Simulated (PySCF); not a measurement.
A series of related molecules.

All values: PBE0/def2-SVPD (PySCF) at PBE0-D3(BJ)/def2-SVP geometries, gas phase, one conformer each. Core orbitals are frozen in the response; Δα² is half the sum of the squared differences of the principal polarisabilities.

(1) Rank by dipole moment, highest first.
A. `[CH3:1][S:2][c:3]1[n:4][n:5]([CH3:6])[n:7][c:8]1[CH3:9]` with C1–S2–C3–N4 2°
B. `[CH3:1][CH2:2][c:3]1[n:4][n:5]([CH3:6])[n:7][c:8]1[CH3:9]` with C1–C2–C3–N4 -96°
C. `Cc1nn(C)nc1F`
D. `[CH3:1][C:2](=[O:3])[c:4]1[n:5][n:6]([CH3:7])[n:8][c:9]1[CH3:10]` with C1–C2–C4–N5 1°

(2) Rank by vertical ionisation energy (ΔSCF), highest first.
A. `C(c1c(nn(n1)C)C)C`
B. `Cn1nc(c(C(=O)C)n1)C`
C. `CSC1=NN(C)N=C1C`

Answers

(1) D (3.39 D), C (1.73 D), A (1.40 D), B (0.20 D).

(2) B (9.30 eV), A (8.69 eV), C (7.86 eV).

All values together:

```tsv
SMILES	formula	μ (D)	HOMO (eV)	LUMO (eV)	α (Å³)	Δα (Å³)	electrons	α per electron (Å³)	ΔSCF removal energy (eV)
CC(=O)c1nn(C)nc1C	C6H9N3O	3.39	-7.44	-1.39	14.34	7.95	74	0.194	9.30
Cc1nn(C)nc1F	C4H6FN3	1.73	-7.28	-0.36	10.16	5.42	60	0.169	9.24
CSc1nn(C)nc1C	C5H9N3S	1.40	-6.10	-0.06	15.32	7.71	76	0.202	7.86
CCc1nn(C)nc1C	C6H11N3	0.20	-6.91	0.09	13.84	6.07	68	0.204	8.69
```

Conformers: `[CH3:1][C:2](=[O:3])[c:4]1[n:5][n:6]([CH3:7])[n:8][c:9]1[CH3:10]` with C1–C2–C4–N5 1°; `[CH3:1][S:2][c:3]1[n:4][n:5]([CH3:6])[n:7][c:8]1[CH3:9]` with C1–S2–C3–N4 2°; `[CH3:1][CH2:2][c:3]1[n:4][n:5]([CH3:6])[n:7][c:8]1[CH3:9]` with C1–C2–C3–N4 -96°.
